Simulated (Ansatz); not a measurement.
C3H8OSi (`C1C[SiH2]CO1`). Charge 0, multiplicity 1. The structure was optimised at the PBE0-D4/def2-TZVP level.

```xyz
13

C     0.687   -0.614    0.990
C     1.233    0.063   -0.271
Si   -0.341    0.752   -1.049
C    -1.453   -0.195    0.172
O    -0.585   -1.174    0.732
H     0.613    0.122    1.806
H     1.318   -1.436    1.334
H     1.691   -0.673   -0.935
H     1.981    0.822   -0.038
H    -0.476    2.231   -0.952
H    -0.526    0.351   -2.469
H    -2.297   -0.719   -0.277
H    -1.845    0.468    0.957
```

**Question.** What is the dipole moment at B3LYP/def2-TZVPP? (An estimate is asked.)

**Answer.** The calculation gave: 1.10 D, with components (0.61, 0.92, -0.05) D in this frame, pointing from negative to positive charge.

**Question.** And with PBE, r2SCAN, ωB97M-V? (An estimate is asked.)

**Answer.** Computed: PBE 0.95 D, r2SCAN 1.02 D, ωB97M-V 1.14 D.

**Question.** Give the Mulliken charges with B3LYP, ωB97M-V, PBE in def2-TZVPP. (An estimate is asked.)

**Answer.** Ansatz gave: 
```tsv
atom	B3LYP	ωB97M-V	PBE
C1	0.01	-0.04	-0.01
C2	-0.25	-0.32	-0.21
Si3	0.30	0.24	0.20
C4	-0.10	-0.18	-0.08
O5	-0.32	-0.29	-0.25
H6	0.07	0.10	0.06
H7	0.09	0.10	0.08
H8	0.09	0.12	0.09
H9	0.08	0.11	0.08
H10	-0.08	-0.04	-0.07
H11	-0.08	-0.03	-0.06
H12	0.10	0.12	0.10
H13	0.08	0.11	0.07
```

B3LYP here is the variant with VWN-RPA as its local correlation; programs differ in this.
